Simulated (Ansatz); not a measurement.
Correlation energies of C9H12S, SMILES `CCSCc1ccccc1` by basis set

| atom | x (Å) | y (Å) | z (Å) |
| --- | --- | --- | --- |
| C1 | -2.077 | 1.166 | 0.048 |
| C2 | -2.389 | -0.072 | -0.771 |
| S3 | -2.030 | -1.645 | 0.051 |
| C4 | -0.315 | -1.941 | -0.458 |
| C5 | 0.657 | -0.885 | -0.035 |
| C6 | 1.262 | -0.066 | -0.980 |
| C7 | 2.134 | 0.942 | -0.593 |
| C8 | 2.416 | 1.137 | 0.749 |
| C9 | 1.825 | 0.316 | 1.701 |
| C10 | 0.951 | -0.684 | 1.312 |
| H11 | -2.617 | 1.146 | 0.996 |
| H12 | -1.012 | 1.244 | 0.268 |
| H13 | -2.379 | 2.066 | -0.498 |
| H14 | -1.859 | -0.065 | -1.728 |
| H15 | -3.456 | -0.116 | -1.006 |
| H16 | -0.071 | -2.904 | -0.002 |
| H17 | -0.286 | -2.076 | -1.542 |
| H18 | 1.043 | -0.216 | -2.033 |
| H19 | 2.592 | 1.576 | -1.344 |
| H20 | 3.096 | 1.923 | 1.055 |
| H21 | 2.044 | 0.460 | 2.753 |
| H22 | 0.469 | -1.307 | 2.058 |

Total charge 0; spin multiplicity 1. Geometry: relaxed with PBE0-D4/def2-TZVP. It is one conformer, not always the lowest. Frozen core, restricted reference, Ansatz. CBS rows extrapolate triple and quadruple zeta; past MP2 they add the triple-zeta difference.

```json
{"basis": "def2-SVP", "HF (Eh)": "-744.95120", "MP2 corr.": "-1.34480"}
{"basis": "def2-TZVPP", "HF (Eh)": "-745.46792", "MP2 corr.": "-1.64979"}
{"basis": "def2-QZVPP", "HF (Eh)": "-745.49412", "MP2 corr.": "-1.75773"}
```

(1) Estimate the CCSD correlation energy and the (T) correction in each basis where they were run (hartree).

Results:

(1) 
```json
{"basis": "def2-SVP", "CCSD corr.": "-1.42835", "(T)": "-0.05704"}
{"basis": "def2-TZVPP", "CCSD corr.": "-1.71127", "(T)": "-0.08615"}
{"basis": "CBS(def2)", "CCSD corr.": "-1.89917", "(T)": "as TZ"}
```
